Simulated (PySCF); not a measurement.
## Exercise with solution: oscillator strength and radiative lifetime

TaOCl₂, SMILES [Ta+](=[O])([Cl])[Cl], charge +1, multiplicity 1.

Geometry optimised at PBE0-D3(BJ)/def2-SVP. The spin state was assumed, not searched. The isomer is the one that the SMILES or the coordinates give; other isomers of the formula were not compared. The def2 effective core potentials stand for the cores of Ta; spin–orbit coupling is left out.

TDDFT-PBE/def2-SVPD run with PySCF 2.14.0 puts the first singlet state with f over 0.02 at 3.68 eV (vertical), with the transition dipole (0.000, 0.000, -0.484) in atomic units.

Find the oscillator strength, the wavelength and the radiative lifetime that this transition would have in vacuum if emission retraced absorption.


|μ|² = 0.2343 au, so |μ| = 1.23 D. ΔE = 3.68/27.211 = 0.1352 hartree. f = (2/3) ΔE |μ|² = 0.021 (the program prints 0.021).
λ = 1239.84/3.68 = 337 nm; ν = 29681 cm⁻¹.
Einstein's coefficient A = 0.6670 ν² f s⁻¹ (ν in cm⁻¹) = 1.2e7 s⁻¹, so τ = 1/A = 81 ns. This state is S3; the lower singlets have f = 0.000, 0.002. The figure is the radiative limit of this one transition; relaxation, internal conversion, crossing to triplets and a medium change what is measured.
